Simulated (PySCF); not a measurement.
Relaxation of doublet RuCl₃

These are results of UPBE0/[Ru def2-TZVP with ECP28, Cl def2-TZVP], scalar-relativistic core potentials, density fitting, no spin–orbit coupling, PySCF, not measurements. A (50,194) grid was used.

A hand-made trigonal pyramidal start, of C3v symmetry, held to at least that symmetry:

Coordinates in bohr (charge 0 multiplicity 2):
```
Ru    0.0000    0.0000   -1.0080
Cl    3.7375    0.0000    0.9792
Cl   -1.8687    3.2367    0.9792
Cl   -1.8687   -3.2367    0.9792
```

(1) What does it relax to?

(2) How much energy is released, and in how many steps?

## Answers

(1) It ends at C3v with Ru–Cl 2.169 Å (×3); Cl–Ru–Cl 118.0° (×3). A frequency run shows a minimum.

(2) 40.0 kJ/mol in 9 steps.

Open d and f shells are described by one determinant, and the ground state may have another occupation or spin. At this level a quartet minimum of C2v symmetry lies 48 kJ/mol below this structure.
